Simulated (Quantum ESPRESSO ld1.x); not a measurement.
Results of a calculation; reference values are marked as such.
Question: These are the eigenvalues of the occupied orbitals of an atom or ion with whole-number occupations (eV). Code: ld1.x of Quantum ESPRESSO 7.5. Model: Dirac Kohn-Sham, PW91, spin-unpolarised, spherical densities, point nucleus.

orbital  eigenvalue
1s1/2      -1865.33

Which element is it, and in what charge state? The configuration may be excited. Open shells, if any, fill j = l - 1/2 first.

Answer: Z = 12, magnesium, charge +11: Mg11+ in 1s1. The 1s level, -68.55 hartree, gives Z - s = 11.7 by -(Z - s)^2/2, which with screening and relativity narrows Z to a few neighbours, and the depths must fix Z and the occupations together.
